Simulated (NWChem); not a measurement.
C2H3BF2O; SMILES C(B(F)F)C=O

```xyz
9

O      0.0101     1.6870    -0.9524
C     -0.0041     1.6748     0.2503
C     -0.0102     0.4096     1.0681
B     -0.0008    -0.8353     0.1034
F     -1.1211    -1.3859    -0.3180
F      1.1274    -1.3843    -0.2983
H     -0.0136     2.6330     0.8301
H      0.8682     0.4269     1.7362
H     -0.8989     0.4254     1.7222
```
Atoms are numbered in this order, from 1.

Results from NWChem. The geometry was optimised at PBE0/def2-SVP. Field at 589 nm.

**Question.** What does the run give for B3LYP/def2-SVPD? Quantities: isotropic polarisability (bohr³); anisotropy (bohr³).

**Answer.** 
```
Item                              Value
--------------------------------  -----
isotropic polarisability (bohr³)   42.1
anisotropy (bohr³)                  9.4
```
